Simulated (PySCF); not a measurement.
C4H8O2, singlet, at a GFN2-xTB geometry. Base run: PySCF with BLYP/STO-3G.

Geometry (Å):
```xyz
14

C      1.2476     0.5457    -0.0033
C      0.9308    -0.8570     0.5035
O     -0.1599    -1.4315    -0.1945
C     -1.0792    -0.4711    -0.6839
C     -1.0992     0.7824     0.1837
O      0.1599     1.4315     0.1945
H      2.0969     0.9668     0.5400
H      1.5016     0.4986    -1.0726
H      1.7847    -1.5215     0.3512
H      0.7052    -0.8139     1.5793
H     -0.8180    -0.1960    -1.7165
H     -2.0609    -0.9508    -0.6871
H     -1.8208     1.5055    -0.2041
H     -1.3888     0.5114     1.2099
```
All else is at PySCF's defaults.
Base energy -303.51132 Eh.

Each row names what was changed in the base input (with any setting that the change needs).

```tsv
change	ΔE vs base (mEh)	SCF cycles	outcome
base	0.000	8	converged
conv_tol_grad = 1e-3	0.000	8	converged
conv_tol = 1e-4	0.000	6	converged
DIIS = EDIIS	-	50	not converged
diis_space = 12	0.000	8	converged
level_shift = 0.5 (with mf.max_cycle = 100)	0.000	14	converged
init_guess = 1e	0.000	11	converged
diis = off (with mf.max_cycle = 100)	-	100	not converged
diis_space = 20	0.000	8	converged
solver = newton	0.000	-	converged
diis = off; damp = 0.3 (with mf.diis_start_cycle = 200; with mf.max_cycle = 150)	0.000	40	converged
init_guess = huckel	0.000	10	converged
diis_space = 4	0.000	8	converged
```
